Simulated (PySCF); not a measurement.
Radial density of Al²⁺ (aluminium, charge +2)

B3LYP, [Ne] 3d1, 2D determinant (an excited configuration). All numbers are calculated (PySCF 2.14, the spin-free X2C one-electron Hamiltonian (Gaussian nucleus), in aug-cc-pVDZ-DK).

```tsv
r (bohr)	4πr²ρ (e/bohr)	4πr²(ρα − ρβ)
0.00179	0.06149	0.0000
0.00301	0.1655	0.0000
0.00506	0.4276	0.0000
0.00851	1.078	0.0000
0.0143	2.573	0.0000
0.0241	5.580	0.0000
0.0405	10.23	0.0001
0.0681	14.25	0.0001
0.115	12.99	0.0002
0.193	8.645	0.0007
0.324	10.79	0.0015
0.545	11.83	0.0015
0.917	4.407	0.0051
1.54	0.4163	0.0710
2.59	0.3515	0.3491
4.36	0.1737	0.1736
7.34	0.01719	0.0172
12.3	1.052e-05	0.0000
```

Densities and radii are taken from the X2C orbitals without a picture-change correction, which distorts them close to the nucleus.

The outer electron is Rydberg-like, and this basis confines it to a smaller radius and binds it less than a complete one would.
